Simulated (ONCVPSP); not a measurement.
**holmium: variants of one ONCV potential**

Base potential:

ONCVPSP 4.0.1 input, shortened (lines: element, Z, core and valence counts, functional; n l f; lmax; l rc ep ncon nbas qcut; lloc lpopt rc5 dvloc0; l nproj debl; icmod fcfact rcfact), PBE, scalar-relativistic:

```
  Ho 67.00   11    3        4      upf
    1    0    2.00
    2    0    2.00
    2    1    6.00
    3    0    2.00
    3    1    6.00
    3    2   10.00
    4    0    2.00
    4    1    6.00
    4    2   10.00
    5    0    2.00
    5    1    6.00
    4    3   11.00
    6    0    1.00
    6    1    1.00
    3
    0    3.50    0.00    4    8    2.00
    1    3.50    0.00    4    8    2.20
    2    3.75    0.29    4    8    2.90
    3    1.20    0.00    4    8   13.30
    4    3    0.95    0.00
    0    1    2.40
    1    2    3.20
    2    2    2.30
    3    2    3.90
    2    0.50    0.90
```

In the d channel the program set the typed energies aside and used -0.077, 2.223 Ha.

Cutoffs, loose and tight: the cutoffs (Ha) at which the residual kinetic energy of the hardest occupied pseudo-wave falls to 1 and 0.1 mHa per electron. They do not see the model core or the augmentation charge, which bear on the density cutoff. Test errors are all-electron minus pseudo excitation energies from the reference, over the configurations 4f11 6s2 6p0; 4f11 6s1 6p0; 4f11 6s0 6p0; 4f11 5d1 6s0 6p0. A dash means not determined; rows that change the core or the reference have their own tests.

A true bound ghost makes a file unfit for plane-wave use even where its test errors are small: the radial tests pick states by their node count and pass the ghost by.

```tsv
change	outcome	cutoff, loose	cutoff, tight	bound ghosts	GHOST(+) flags above zero	largest test error (meV)
base	generated, projector energies reset by the program	82 Ha	130 Ha	s, p	p, d	tests left out (the all-electron energies of this program are off by 10 to 40 meV for near-neutral 4f atoms)
s: qcut 1.8	generated, projector energies reset by the program	82 Ha	130 Ha	s, p	p, d	tests left out (the all-electron energies of this program are off by 10 to 40 meV for near-neutral 4f atoms)
core correction Teter function, fcfact 4.5, rcfact 1.45	generated, projector energies reset by the program	82 Ha	130 Ha	s, p	p, d	tests left out (the all-electron energies of this program are off by 10 to 40 meV for near-neutral 4f atoms)
functional BLYP	generated, projector energies reset by the program	82 Ha	130 Ha	s, p	p, d	tests left out (the all-electron energies of this program are off by 10 to 40 meV for near-neutral 4f atoms)
local potential polynomial inside 1.00 bohr (lpopt 3, dvloc0 2 Ha)	generated, projector energies reset by the program	82 Ha	130 Ha	s, p	d	tests left out (the all-electron energies of this program are off by 10 to 40 meV for near-neutral 4f atoms)
d: qcut 1.9	generated, projector energies reset by the program	82 Ha	130 Ha	s, p, d	p, d	tests left out (the all-electron energies of this program are off by 10 to 40 meV for near-neutral 4f atoms)
d: rc 5.04	generated, projector energies reset by the program	82 Ha	130 Ha	s, p, d	p, d	tests left out (the all-electron energies of this program are off by 10 to 40 meV for near-neutral 4f atoms)
core [Kr] 4d10, valence charge 21; reference 4f11 5s2 5p6 6s0.5; waves now 5s+6s: rc 1.85 bohr, ncon 4, nbas 8, qcut 4.9 1/bohr, 2 projectors; 5p: rc 1.40 bohr, ncon 4, nbas 7, qcut 5.1 1/bohr, 2 projectors, debl 3.3 Ha; d scattering state at 0.33 Ha: rc 1.80 bohr, ncon 4, nbas 8, qcut 5.2 1/bohr, 3 projectors, debl 3.4 Ha; 4f: rc 1.20 bohr, ncon 4, nbas 8, qcut 15.7 1/bohr, local; local potential the f channel	generated, projector energies reset by the program	98 Ha	108 Ha	s, p	d	tests left out (the all-electron energies of this program are off by 10 to 40 meV for near-neutral 4f atoms)
p: ncon 3, nbas 7	generated, projector energies reset by the program	82 Ha	130 Ha	s, p	p, d	tests left out (the all-electron energies of this program are off by 10 to 40 meV for near-neutral 4f atoms)
all radii but the core radius scaled by about 1.18 (s 4.14, p 4.14, d 4.44, f 1.42 bohr); local potential polynomial inside 1.12 bohr (lpopt 3, dvloc0 0 Ha)	generated, projector energies reset by the program	71 Ha	78 Ha	s, p, d	p	tests left out (the all-electron energies of this program are off by 10 to 40 meV for near-neutral 4f atoms)
local potential polynomial inside 0.95 bohr (lpopt 3, dvloc0 5.5 Ha)	generated, projector energies reset by the program	82 Ha	130 Ha	s, p	d	tests left out (the all-electron energies of this program are off by 10 to 40 meV for near-neutral 4f atoms)
```
